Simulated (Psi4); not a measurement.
C3H3Cl2F, singlet, geometry from GFN2-xTB; MP2/def2-SVP (Psi4 1.11).

Input for Psi4:
```
memory 2 GB

molecule {
0 1
C    -2.29423902   -0.07191861   -0.32207402
C    -0.95809055    0.52232601   -0.05684718
F    -0.98533799    1.85877844    0.12733233
C     0.21886568   -0.09865609    0.01589114
Cl    0.35837434   -1.79596531   -0.20375431
Cl    1.69845130    0.72411580    0.33274952
H    -2.72341082    0.38433763   -1.21342044
H    -2.95839985    0.14138582    0.51473435
H    -2.21540006   -1.14379564   -0.46204306
}

set {
  basis def2-svp
  freeze_core true
}

energy('mp2')
print_variables()
```

**Question.** What does Psi4 print? Leave out banner, timings and long lists.

**Answer.** 
```
    SCF Algorithm Type (re)set to DF.

   => Loading Basis Set <=

    Name: DEF2-SVP
    Role: ORBITAL
    Keyword: BASIS

         ---------------------------------------------------------
                                   SCF
               by Justin Turney, Rob Parrish, Andy Simmonett
                          and Daniel G. A. Smith
                              RHF Reference
         ---------------------------------------------------------

  ==> Geometry <==

    Molecular point group: c1
    Full point group: C1

    Geometry (in Angstrom), charge = 0, multiplicity = 1:

       Center              X                  Y                   Z               Mass
    ------------   -----------------  -----------------  -----------------  -----------------
         C           -2.363357805973    -0.083098559446    -0.333044302830    12.000000000000
         C           -1.027209335973     0.511146060554    -0.067817462830    12.000000000000
         F           -1.054456775973     1.847598490554     0.116362047170    18.998403162730
         C            0.149746894027    -0.109836039446     0.004920857170    12.000000000000
         CL           0.289255554027    -1.807145259446    -0.214724592830    34.968852682000
         CL           1.629332514027     0.712935850554     0.321779237170    34.968852682000
         H           -2.792529605973     0.373157680554    -1.224390722830     1.007825032230
         H           -3.027518635973     0.130205870554     0.503764067170     1.007825032230
         H           -2.284518845973    -1.154975589446    -0.473013342830     1.007825032230

  Running in c1 symmetry.

  Rotational constants: A =      0.08464  B =      0.07262  C =      0.03937 [cm^-1]
  Rotational constants: A =   2537.32017  B =   2177.03409  C =   1180.25630 [MHz]
  Nuclear repulsion =  350.710727682751155

  Charge       = 0
  Multiplicity = 1
  Electrons    = 64
  Nalpha       = 32
  Nbeta        = 32

  ==> Algorithm <==

  SCF Algorithm Type is DF.
  DIIS enabled.
  MOM disabled.
  Fractional occupation disabled.
  Guess Type is SAD.
  Energy threshold   = 1.00e-08
  Density threshold  = 1.00e-08
  Integral threshold = 1.00e-12

  ==> Primary Basis <==

  Basis Set: DEF2-SVP
    Blend: DEF2-SVP
    Number of shells: 49
    Number of basis functions: 107
    Number of Cartesian functions: 113
    Spherical Harmonics?: true
    Max angular momentum: 2

   => Loading Basis Set <=

    Name: (DEF2-SVP AUX)
    Role: JKFIT
    Keyword: DF_BASIS_SCF

  ==> Integral Setup <==

  SCF_SUBTYPE=INCORE selected. In-core MEM_DF algorithm will be used.
  Using in-core AOs.

  ==> MemDFJK: Density-Fitted J/K Matrices <==

    J tasked:                   Yes
    K tasked:                   Yes
    wK tasked:                   No
    Algorithm:                 Core
    Schwarz Cutoff:           1E-12
    Mask sparsity (%):       4.6292
    Fitting Condition:        1E-10

   => Auxiliary Basis Set <=

  Basis Set: (DEF2-SVP AUX)
    Blend: DEF2-UNIVERSAL-JKFIT
    Number of shells: 194
    Number of basis functions: 612
    Number of Cartesian functions: 730
    Spherical Harmonics?: true
    Max angular momentum: 4

  Minimum eigenvalue in the overlap matrix is 1.7353001203E-03.
  Reciprocal condition number of the overlap matrix is 3.1625053895E-04.
    Using symmetric orthogonalization.

  ==> Pre-Iterations <==

  SCF Guess: Superposition of Atomic Densities via on-the-fly atomic UHF (no occupation information).

   -------------------------
    Irrep   Nso     Nmo
   -------------------------
     A        107     107
   -------------------------
    Total     107     107
   -------------------------

  ==> Iterations <==

                           Total Energy        Delta E     RMS |[F,P]|

   @DF-RHF iter SAD: -1132.96673102604473   -1.13297e+03   0.00000e+00
   @DF-RHF iter   1: -1133.19755141739370   -2.30820e-01   3.51951e-03 DIIS/ADIIS
[...]
  Energy and wave function converged.

  ==> Post-Iterations <==

    Orbital Energies [Eh]
    ---------------------

    Doubly Occupied:

[...]
    Virtual:

[...]
    Final Occupation by Irrep:
              A
    DOCC [    32 ]
    NA   [    32 ]
    NB   [    32 ]

  @DF-RHF Final Energy: -1133.28555769946570

   => Energetics <=

    Nuclear Repulsion Energy =            350.7107276827511555
    One-Electron Energy =               -2261.9777385282809519
    Two-Electron Energy =                 777.9814531460640410
    Total Energy =                      -1133.2855576994656985

Computation Completed

Properties will be evaluated at   0.000000,   0.000000,   0.000000 [a0]

Properties computed using the SCF density matrix

 Multipole Moments:

 ------------------------------------------------------------------------------------
     Multipole            Electronic (a.u.)      Nuclear  (a.u.)        Total (a.u.)
 ------------------------------------------------------------------------------------

 L = 1.  Multiply by 2.5417464519 to convert [e a0] to [Debye]
 Dipole X            :          7.5760217           -8.3593970           -0.7833753
 Dipole Y            :          0.9630408           -1.3521308           -0.3890900
 Dipole Z            :          1.1655521           -1.3267731           -0.1612209
 Magnitude           :                                                    0.8894156

 ------------------------------------------------------------------------------------

  //>>>>>>>>>>>>>>>>>>>>>>>>>>>>>>>>>>>//
  //               DFMP2               //
  //<<<<<<<<<<<<<<<<<<<<<<<<<<<<<<<<<<<//

   => Loading Basis Set <=

    Name: (DEF2-SVP AUX)
    Role: RIFIT
    Keyword: DF_BASIS_MP2

	 --------------------------------------------------------
	                          DF-MP2
	      2nd-Order Density-Fitted Moller-Plesset Theory

	        Rob Parrish, Justin Turney, Andy Simmonett,
	           Ed Hohenstein, and C. David Sherrill
	 --------------------------------------------------------

   => Auxiliary Basis Set <=

  Basis Set: (DEF2-SVP AUX)
    Blend: DEF2-SVP-RI
    Number of shells: 122
    Number of basis functions: 358
    Number of Cartesian functions: 411
    Spherical Harmonics?: true
    Max angular momentum: 3

	 --------------------------------------------------------
	                 NBF =   107, NAUX =   358
	 --------------------------------------------------------
	   CLASS    FOCC     OCC    AOCC    AVIR     VIR    FVIR
	   PAIRS      14      32      18      75      75       0
	 --------------------------------------------------------

	-----------------------------------------------------------
	 ==================> DF-MP2 Energies <====================
	-----------------------------------------------------------
	 Reference Energy          =   -1133.2855576994656985 [Eh]
	 Singles Energy            =      -0.0000000000000000 [Eh]
	 Same-Spin Energy          =      -0.2254189217657173 [Eh]
	 Opposite-Spin Energy      =      -0.6300055069043466 [Eh]
	 Correlation Energy        =      -0.8554244286700640 [Eh]
	 Total Energy              =   -1134.1409821281358745 [Eh]
	-----------------------------------------------------------
	 ================> DF-SCS-MP2 Energies <==================
	-----------------------------------------------------------
	 SCS Same-Spin Scale       =       0.3333333333333333 [-]
	 SCS Opposite-Spin Scale   =       1.2000000000000000 [-]
	 SCS Same-Spin Energy      =      -0.0751396405885724 [Eh]
	 SCS Opposite-Spin Energy  =      -0.7560066082852159 [Eh]
	 SCS Correlation Energy    =      -0.8311462488737884 [Eh]
	 SCS Total Energy          =   -1134.1167039483395911 [Eh]
	-----------------------------------------------------------

  Variable Map:
  ----------------------------------------------------------------------------
[...]
  Array Variable Map:
  ----------------------------------------------------------------------------
[...]
[...]
```
